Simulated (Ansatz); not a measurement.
Reaction (atomization): `F[SiH]1CC[S][Zn]1` → 2 C• + F• + 5 H• + S• + Si• + Zn (atom)

Gas-phase electronic energies from Ansatz, PBE0-D4/def2-TZVP geometries. CCSD(T)/CBS is the MP2 limit (def2-TZVPP, def2-QZVPP) plus CCSD(T) − MP2 in def2-TZVPP, frozen cores. This one scheme is used for every species, atoms too. Functionals use def2-TZVPP. B3LYP here is the variant with VWN-RPA as its local correlation; programs differ in this. HSE06 is defined as in plane-wave codes. Open shells (•) are unrestricted, without spin–orbit coupling. Spin–orbit coupling would lower the free atoms: a little for C, F, S, Si. For Zn outer-core shells are correlated without core-valence functions, so the limit isn't a true one: a few kJ/mol of doubt a bond, and 10 to 20 or more in all where bonds break to atoms. Scalar relativity is left out up to krypton.

| level | ΔE (kJ/mol) | difference from CCSD(T)/CBS |
| --- | --- | --- |
| LDA (SPW92) | 4420.6 | 587.3 |
| PBE-D4 | 3909.4 | 76.1 |
| revPBE-D4 | 3811.2 | -22.1 |
| BLYP-D4 | 3781.6 | -51.7 |
| B97M-V | 3842.0 | 8.7 |
| PBE0-D4 | 3851.5 | 18.2 |
| B3LYP-D4 | 3796.3 | -37.0 |
| r2SCANh-D4 | 3842.4 | 9.1 |
| r2SCAN0-D4 | 3807.4 | -25.9 |
| HSE06-D4 | 3854.0 | 20.7 |
| BHLYP-D4 | 3701.4 | -131.9 |
| CAM-B3LYP-D4 | 3821.9 | -11.4 |
| ωB97X-V | 3857.8 | 24.5 |
| ωB97M-V | 3846.0 | 12.7 |
| B2PLYP | 3763.4 | -69.9 |
| PBE-QIDH | 3831.9 | -1.4 |
| PBE | 3876.4 | 43.1 |
| BLYP | 3709.5 | -123.8 |
| r2SCAN | 3859.7 | 26.4 |
| PBE0 | 3823.4 | -9.9 |
| B3LYP | 3742.3 | -91.0 |
| r2SCANh | 3834.0 | 0.7 |
| r2SCAN0 | 3798.0 | -35.3 |
| BHLYP | 3657.1 | -176.2 |
| CAM-B3LYP | 3793.0 | -40.3 |
| LC-ωPBE | 3840.5 | 7.2 |
| HF/def2-SVP | 2770.8 | -1062.5 |
| MP2/def2-SVP | 3647.5 | -185.8 |
| CCSD/def2-SVP | 3522.9 | -310.4 |
| CCSD(T)/def2-SVP | 3568.3 | -265.0 |
| HF/def2-TZVPP | 2774.8 | -1058.5 |
| MP2/def2-TZVPP | 3810.4 | -22.9 |
| SCS-MP2/def2-TZVPP | 3760.8 | -72.5 |
| CCSD/def2-TZVPP | 3649.3 | -184.0 |
| HF/def2-QZVPP | 2784.7 | -1048.6 |
| MP2/def2-QZVPP | 3880.5 | 47.2 |
| SCS-MP2/def2-QZVPP | 3837.3 | 4.0 |
| HF/CBS(def2) | 2786.2 | -1047.1 |
| MP2/CBS(def2) | 3926.6 | 93.3 |
| CCSD/CBS(def2) | 3765.5 | -67.8 |
| CCSD(T)/CBS | 3833.3 | 0 |

Largest T1 diagnostic among the species: 0.017.

From r2SCAN to r2SCAN0 (25 % exact exchange), in def2-TZVPP and without D4, ΔE moves by −61.7 kJ/mol: exact exchange takes away binding that semilocal exchange gives to molecules. At CCSD(T), def2-SVP lies −265.0 kJ/mol from the extrapolated value and def2-TZVPP −116.1 kJ/mol: correlation converges slowly with the basis, and small sets miss more of it in the bonded molecule than in its fragments. Leaving LDA and LC-ωPBE aside and taking each functional with its dispersion term where it has one, the values spread over 208.0 kJ/mol, from BHLYP-D4 to PBE-D4. LDA lies +544.2 kJ/mol from PBE without D4, its usual overbinding.

For atomizations the MP2-based limit and the directly extrapolated one differ by several kJ/mol either way, and by 10 to 25 for some Ge, Se and Sn compounds, so smaller differences from it don't rank the levels.
